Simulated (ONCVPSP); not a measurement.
**What the settings do to the ONCV potential of potassium**

Base potential:

```
Element                 : potassium
Generator               : ONCVPSP 4.0.1
Type                    : optimised norm-conserving Vanderbilt (ONCV)
Functional              : Wu-Cohen
Relativity              : scalar-relativistic
Frozen core             : [Ne]
Valence charge          : 9
Reference configuration : 3s2 3p6 4s1
Partial waves           : 3s+4s: rc 1.95 bohr, ncon 4, nbas 7, qcut 6.2 1/bohr, 2 projectors; 3p: rc 1.50 bohr, ncon 4, nbas 8, qcut 4.6 1/bohr, 2 projectors, debl 1.1 Ha; d scattering state at 0.33 Ha: rc 1.80 bohr, ncon 4, nbas 7, qcut 5.7 1/bohr, 2 projectors, debl 2.8 Ha; f scattering state at 0.46 Ha: rc 2.15 bohr, ncon 3, nbas 7, qcut 5.2 1/bohr, 1 projector
Local potential         : polynomial inside 1.25 bohr (lpopt 5, dvloc0 -1 Ha)
Core correction         : polynomial model core, fcfact 0.2
```

All-electron outer shells of the reference configuration (Wu-Cohen, scalar-relativistic, ld1.x):

```
shell  level (eV)  outermost node (bohr)  outermost maximum (bohr)
   2p     -280.21                      –                      0.26
   3s      -35.33                   0.48                      1.07
   3p      -18.86                   0.45                      1.15
   4s       -2.27                   1.58                      4.29
```

Cutoffs, loose and tight: the cutoffs (Ha) at which the residual kinetic energy of the hardest occupied pseudo-wave falls to 1 and 0.1 mHa per electron. They do not see the model core or the augmentation charge, which bear on the density cutoff. Test errors are all-electron minus pseudo excitation energies from the reference, over the configurations 3s2 3p6 4s0; 3s2 3p6 4s0.5; 3s2 3p6 4s0 4p1; 3s2 3p5 4s1. A dash means not determined; rows that change the core or the reference have their own tests.

For the base: The cutoffs count occupied waves only; projector 2 of the d channel, the hardest unoccupied one, needs 63 Ha at the loose tolerance.

A true bound ghost makes a file unfit for plane-wave use even where its test errors are small: the radial tests pick states by their node count and pass the ghost by.

```csv
change,outcome,"cutoff, loose","cutoff, tight",bound ghosts,GHOST(+) flags above zero,largest test error (meV)
base,generated,12 Ha,24 Ha,none,f,+9.3
"all radii but the core radius scaled by about 0.79 (s 1.54, p 1.18, d 1.42, f 1.70 bohr); local potential polynomial inside 0.98 bohr (lpopt 5, dvloc0 -1 Ha)",generated,17 Ha,100 Ha,none,"s, f",+4.4
"all radii but the core radius scaled by about 0.87 (s 1.70, p 1.30, d 1.56, f 1.86 bohr); local potential polynomial inside 1.08 bohr (lpopt 5, dvloc0 -1 Ha)",generated,15 Ha,40 Ha,none,"s, f",+5.9
"all radii but the core radius scaled by about 0.95 (s 1.86, p 1.42, d 1.70, f 2.04 bohr); local potential polynomial inside 1.18 bohr (lpopt 5, dvloc0 -1 Ha)",generated,13 Ha,23 Ha,none,"s, f",+7.9
"all radii but the core radius scaled by about 1.08 (s 2.12, p 1.62, d 1.94, f 2.32 bohr); local potential polynomial inside 1.36 bohr (lpopt 5, dvloc0 -1 Ha)",generated,12 Ha,38 Ha,none,none,+13
"all radii but the core radius scaled by about 1.15 (s 2.24, p 1.72, d 2.08, f 2.48 bohr); local potential polynomial inside 1.44 bohr (lpopt 5, dvloc0 -1 Ha)",generated,12 Ha,45 Ha,none,f,+16
"all radii but the core radius scaled by about 1.24 (s 2.42, p 1.86, d 2.24, f 2.68 bohr); local potential polynomial inside 1.56 bohr (lpopt 5, dvloc0 -1 Ha)",generated,11 Ha,44 Ha,none,f,+21
"all radii but the core radius scaled by about 1.31 (s 2.56, p 1.98, d 2.36, f 2.82 bohr); local potential polynomial inside 1.64 bohr (lpopt 5, dvloc0 -1 Ha)",generated,10 Ha,32 Ha,f,none,+27
```

Reading the sweep of the scale of all radii but the core radius (base = 1) (base included, trends over the rows without a ghost): The loose cutoff falls from 17 Ha at 0.79 to 11 Ha at 1.24. A larger radius leaves more room for a smooth pseudo-wave, so fewer plane waves are needed; a smaller one forces it to follow the all-electron wave where it bends sharply. The median size of the test errors (rows with all tests solved) stays near 0.1 meV. Bound ghosts are found at 1.31.
